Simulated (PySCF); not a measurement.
A run for PySCF: R-M06-2X/6-31G* on C3H4O2 (SMILES C=CC(=O)O), a point of a torsion scan.

```python
from pyscf import gto, scf, dft, mp
from pyscf.data.elements import chemcore

mol = gto.M(
    atom='''
    C    -1.37412328   -0.38233311   -0.28309071
    C    -0.55279417    0.43169213    0.36414369
    C     0.91788162    0.35209389    0.26840052
    O     1.67506647    1.08664510    0.85206403
    O     1.35604020   -0.62588236   -0.54016908
    H    -0.99670078   -1.15967989   -0.92607656
    H    -2.44373190   -0.29776246   -0.19075315
    H    -0.90717401    1.21830232    1.01422538
    H     2.32553620   -0.62309173   -0.55872464
    ''',
    basis='6-31g*',
    cart=True,
    charge=0, spin=0, verbose=3, max_memory=1800)
mf = dft.RKS(mol, xc='m062x')
mf.conv_tol = 1e-8
mf.max_cycle = 100
mf.kernel()
if not mf.converged:
    mf = mf.newton().run(mf.mo_coeff, mf.mo_occ)
```

Output:

```
converged SCF energy = -267.044950530691
```

The run converged.

Cost: very roughly 7 core-seconds.
